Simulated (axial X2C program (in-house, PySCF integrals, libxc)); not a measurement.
Levels of BiB⁺ by electron attachment to BiB²⁺ (EOM-EA-CCSD)

Computed with an in-house all-electron X2C program for linear molecules (integrals from PySCF): two-component X2C with atomic mean-field Coulomb and Gaunt terms, Gaussian nuclei, basis Bi dyall-acv3z, B dyall-av3z with contracted cores.

R = 2.433 Å (near the PBE0 minimum at charge 1 of the determinant lowest at the starting distance; the state shown can have its own minimum elsewhere).

Hartree–Fock spinors of BiB²⁺ (one of each Kramers pair; a window near the gap, which can cut inner shells):

| ω | occupied | ε (eV) | character |
| --- | --- | --- | --- |
| 1/2 | yes | -27.18 | 50% B s, 19% Bi p, 18% Bi s |
| 1/2 | yes | -21.66 | 62% Bi p, 20% B p, 8% B s |
| 1/2 | no | -13.16 | 45% Bi p, 43% B p, 4% B s |
| 3/2 | no | -12.68 | 49% Bi p, 41% B p, 5% B d |
| 1/2 | no | -11.22 | 72% B p, 11% Bi d, 9% Bi p |
| 3/2 | no | -10.08 | 46% B p, 33% Bi p, 9% Bi d |
| 1/2 | no | -7.81 | 39% Bi p, 26% B p, 18% Bi d |
| 1/2 | no | -6.76 | 48% Bi s, 25% B s, 8% B p |

Levels of BiB⁺ obtained by attaching an electron to BiB²⁺:

```json
{"Ω": "1/2", "binding energy (eV)": "14.087", "above lowest (cm⁻¹)": "0", "attached spinor": "37% B pσ, 24% Bi pπ, 17% Bi pσ", "one-particle weight": "0.93"}
{"Ω": "3/2", "binding energy (eV)": "13.826", "above lowest (cm⁻¹)": "2106", "attached spinor": "46% B pπ, 45% Bi pπ", "one-particle weight": "0.93"}
{"Ω": "1/2", "binding energy (eV)": "12.394", "above lowest (cm⁻¹)": "13653", "attached spinor": "67% B pπ, 13% Bi pπ, 8% Bi dπ", "one-particle weight": "0.91"}
{"Ω": "3/2", "binding energy (eV)": "11.614", "above lowest (cm⁻¹)": "19941", "attached spinor": "42% B pπ, 39% Bi pπ, 7% B dπ", "one-particle weight": "0.86"}
```

This point took 23 s on 1 thread of Arm Neoverse V1, on a shared host.

Reference electrons by ω block (each with its −ω partner): 1/2: 25, 3/2: 12, 5/2: 5, 7/2: 1. 16 electrons of BiB²⁺ correlated (inner shells frozen), 88 natural virtual spinors (a truncated set); levels can be off by some tenths of an eV. Roots sought by Ω: (1/2: 5, 3/2: 4, 5/2: 2, 7/2: 1); the list ends where they run out and leaves out roots under 60 % one-particle weight. The solver can skip a root, and states that need a further excitation, which the method places far too high, are missing though they may lie low or lowest. T1 of the reference 0.016 (Lee–Taylor). The reference was not checked to be the lowest state of its species. Number of frozen shells: Bi 5 s, 4 p, 2 d, 1 f; B 1 s. Large amplitudes in the reference (orbital relaxation or multireference character) lower the reliability.
